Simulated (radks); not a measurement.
Task: Coherent X-ray form factor from a spherical all-electron density. Calculated with a radial shooting solver on a logarithmic mesh with Libxc functionals: scalar-relativistic Kohn-Sham, r2SCAN, spin-unpolarised, spherical densities, finite nucleus; meta-GGA in the generalised Kohn-Sham scheme; Fermi nuclear charge, rms radius of each element as measured or else 0.836 A^(1/3) + 0.57 fm.

| sin(theta)/lambda (1/angstrom) | f0 (electrons) |
|---|---|
| 0.05 | 33.284 |
| 0.1 | 31.463 |
| 0.15 | 29.194 |
| 0.2 | 26.975 |
| 0.25 | 24.999 |
| 0.3 | 23.269 |
| 0.4 | 20.290 |
| 0.5 | 17.647 |
| 0.6 | 15.248 |
| 0.8 | 11.366 |
| 1 | 8.819 |
| 1.25 | 7.035 |
| 1.5 | 6.060 |
| 2 | 4.774 |

The species is in the configuration that NIST lists as its ground one. Which atom or ion scatters so?

Result: Neutral selenium, [Ar] 3d10 4s2 4p4. Extrapolating in s^2 from the first two rows gives f0(0) = 33.9, near the electron count 34; among species with that count, the fall with angle is slower the higher Z, and the table is that of Z = 34; from so few rows the species is fixed only to a neighbour or two.
